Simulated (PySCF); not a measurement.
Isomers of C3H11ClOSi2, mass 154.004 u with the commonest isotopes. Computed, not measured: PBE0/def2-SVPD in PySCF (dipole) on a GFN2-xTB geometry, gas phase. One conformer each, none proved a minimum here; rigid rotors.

Question: Order these by rotational constant C, largest first.
A. `[CH3:1][O:2][Si@H:3]([CH2:4][Cl:5])[SiH2:6][CH3:7]` with C1–O2–Si3–C4 175°, O2–Si3–C4–Cl5 -80°, O2–Si3–Si6–C7 36°
B. `[CH3:1][O:2][SiH2:3][CH2:4][SiH2:5][CH2:6][Cl:7]` with C1–O2–Si3–C4 177°, O2–Si3–C4–Si5 40°, Si3–C4–Si5–C6 49°, C4–Si5–C6–Cl7 57°
C. `[CH3:1][O:2][Si@H:3]([CH3:4])[SiH2:5][CH2:6][Cl:7]` with C1–O2–Si3–C4 -56°, O2–Si3–Si5–C6 -69°, Si3–Si5–C6–Cl7 -57°

Answer: A (822.4 MHz), B (720.1 MHz), C (658.6 MHz).

Question: Order these by radius of gyration √(Σ m r²/M), smallest first.
A. `[CH3:1][O:2][Si@H:3]([CH2:4][Cl:5])[SiH2:6][CH3:7]` with C1–O2–Si3–C4 175°, O2–Si3–C4–Cl5 -80°, O2–Si3–Si6–C7 36°
B. `[CH3:1][O:2][Si@H:3]([CH3:4])[SiH2:5][CH2:6][Cl:7]` with C1–O2–Si3–C4 -56°, O2–Si3–Si5–C6 -69°, Si3–Si5–C6–Cl7 -57°
C. `[CH3:1][O:2][SiH2:3][CH2:4][SiH2:5][CH2:6][Cl:7]` with C1–O2–Si3–C4 177°, O2–Si3–C4–Si5 40°, Si3–C4–Si5–C6 49°, C4–Si5–C6–Cl7 57°

Answer: A (2.152 Å), C (2.293 Å), B (2.351 Å).

Question: Order these by dipole moment, largest first.
A. `[CH3:1][O:2][Si@H:3]([CH2:4][Cl:5])[SiH2:6][CH3:7]` with C1–O2–Si3–C4 175°, O2–Si3–C4–Cl5 -80°, O2–Si3–Si6–C7 36°
B. `[CH3:1][O:2][SiH2:3][CH2:4][SiH2:5][CH2:6][Cl:7]` with C1–O2–Si3–C4 177°, O2–Si3–C4–Si5 40°, Si3–C4–Si5–C6 49°, C4–Si5–C6–Cl7 57°
C. `[CH3:1][O:2][Si@H:3]([CH3:4])[SiH2:5][CH2:6][Cl:7]` with C1–O2–Si3–C4 -56°, O2–Si3–Si5–C6 -69°, Si3–Si5–C6–Cl7 -57°

Answer: C (2.33 D), B (2.16 D), A (1.77 D).

```csv
SMILES,point group,Ia (u·Å²),Ib (u·Å²),Ic (u·Å²),κ,μa (D),μb (D),μc (D)
CO[Si@H](CCl)[SiH2]C,C1,364.81,447.62,614.53,0.09,1.60,0.60,0.47
CO[Si@H](C)[SiH2]CCl,C1,244.08,691.08,767.37,-0.90,2.15,0.08,0.91
CO[SiH2]C[SiH2]CCl,C1,248.33,670.00,701.82,-0.95,1.99,0.21,0.81
```
